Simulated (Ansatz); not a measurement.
Species: CH4O2Si, SMILES `O=C[SiH2]O` (O–C–Si–O torsion 0°, C–Si–O–H torsion 0°) (charge 0, multiplicity 1).

**Question.** Give a relaxed geometry from PBE0-D4/def2-TZVP (Ansatz, a quantum-chemistry and plane-wave program).

**Answer.** Several could match; the one computed here: the end point of this relaxation, one of several conformers (outside a Z-matrix the atoms follow the SMILES, hydrogens last).
Z-matrix (Å, degrees):
```
Si
O 1 1.6358
H 2 0.9646 1 112.31
H 1 1.4857 2 112.18 3 -118.47
H 1 1.4857 4 109.03 2 124.88
C 1 1.9235 4 109.65 5 120.04
O 6 1.2101 1 117.38 4 120.20
H 6 1.1137 7 119.20 3 179.98
```
